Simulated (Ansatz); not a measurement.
C₂H₉SbSi, SMILES `C[CH2][SbH][SiH3]`, relaxed with RKS PBE0-D4/def2-TZVP in Ansatz 0.2.0 from a PBE-D4/def2-SVP geometry. The force threshold is 0.005 eV/Å; the program also tests the step.

Total charge 0; spin multiplicity 1. Sb takes the def2 core potential.

Start:

```xyz
13

C    -1.569    0.526   -1.658
C    -0.420   -0.104   -0.875
Sb   -0.718    0.043    1.326
Si    1.714   -0.725    1.833
H    -1.416    0.415   -2.754
H    -1.665    1.612   -1.450
H    -2.545    0.056   -1.415
H    -0.329   -1.189   -1.087
H     0.554    0.365   -1.116
H    -0.211    1.706    1.380
H     2.079   -0.428    3.264
H     2.721   -0.063    0.928
H     1.806   -2.215    1.625
```

**Question.** How much energy does the relaxation release, and in how many steps? (Best estimate.)

**Answer.** The calculation gave: 0.06 eV, in 9 steps.

**Question.** Which bonds change most? (Estimate.)

**Answer.** The calculation gave: C2–Sb3 from 2.226 to 2.180 Å; Sb3–Si4 from 2.601 to 2.570 Å; Sb3–H10 from 1.739 to 1.713 Å; Si4–H11 from 1.506 to 1.487 Å.

**Question.** Give the relaxed structure. (An estimate is asked.)

**Answer.** Computed: 
```xyz
13

C    -1.549    0.544   -1.636
C    -0.423   -0.136   -0.877
Sb   -0.700   -0.004    1.281
Si    1.711   -0.710    1.822
H    -1.412    0.444   -2.717
H    -1.598    1.612   -1.409
H    -2.522    0.112   -1.388
H    -0.376   -1.202   -1.110
H     0.546    0.299   -1.123
H    -0.254    1.648    1.354
H     2.043   -0.377    3.233
H     2.696   -0.047    0.924
H     1.838   -2.183    1.646
```
